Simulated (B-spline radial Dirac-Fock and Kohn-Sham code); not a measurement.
# Lu²⁺: input and output of one calculation

ΔSCF core binding energies without Breit or QED terms, calculated with a radial atomic solver. Keys: rel is the Hamiltonian (dirac, or spin-free x2c and nr, where L3 and M5 stand for the whole 2p and 3d shells), method is hf or an exchange,correlation pair (spin-unpolarised, also for the hole states), nuc the nuclear model, radius_factor scales its radius, rmax is the box in bohr, h the logarithmic mesh step, order the B-spline order, points the quadrature points per cell, c_factor scales the speed of light, and damp, ndamp, maxit and tol steer the iteration. The run stops when the commutator error falls below 10·tol·max(1, Z/10), or the numerical noise floor, and the energy has settled to about 1e-8 Ha; the virial ratio is −V/T.

Input (task.json):

```json
{"items": [{"Z": 71, "q": 2, "cfg": [[1, 0, 2], [2, 0, 2], [2, 1, 6], [3, 0, 2], [3, 1, 6], [3, 2, 10], [4, 0, 2], [4, 1, 6], [4, 2, 10], [4, 3, 14], [5, 0, 2], [5, 1, 6], [6, 0, 1]], "A": 175, "rrms": 5.37, "do": "settings", "holes": ["K", "L3", "M5"],
  "settings": [{"rel": "dirac", "method": "hf", "nuc": "fermi", "radius_factor": 100.0, "rmax": 45.0, "h": 0.3, "order": 8, "points": 10, "c_factor": 1.0, "maxit": 91, "damp": 0.5, "ndamp": 3, "tol": 1e-08}]}]}
```

Command: `python xray2_run.py task.json out`

Ground-state iterations:

```
iter   energy (Ha)        error
   1   -12903.87529045  3.28e+00
   2   -12904.83958082  1.46e-01
   3   -12904.92170501  4.69e-02
   4   -12904.92815752  2.11e-02
   5   -12904.92902775  4.86e-03
   6   -12904.92910011  2.75e-03
   7   -12904.92918646  4.89e-04
   8   -12904.92918889  2.76e-05
   9   -12904.92918890  6.93e-06
  10   -12904.92918890  4.44e-07
```

The ground state converged in 10 iterations, with total energy -12904.92919 Ha, virial ratio 2.07686 and highest orbital energy -17.65 eV. ΔSCF binding energies: K (1s) 45308.6 eV, L3 (2p3/2) 9379.2 eV, M5 (3d5/2) 1650.3 eV.

Q: One setting is unsound. Which, and why?

A: radius_factor inflates the nucleus far beyond its size, which weakens the binding of the inner electrons. With the default settings (Dirac Hartree-Fock): The ground state converged in 10 iterations, with total energy -14571.82519 Ha, virial ratio 1.89757 and highest orbital energy -20.01 eV. ΔSCF binding energies: K (1s) 63640.4 eV, L3 (2p3/2) 9295.0 eV, M5 (3d5/2) 1617.8 eV.
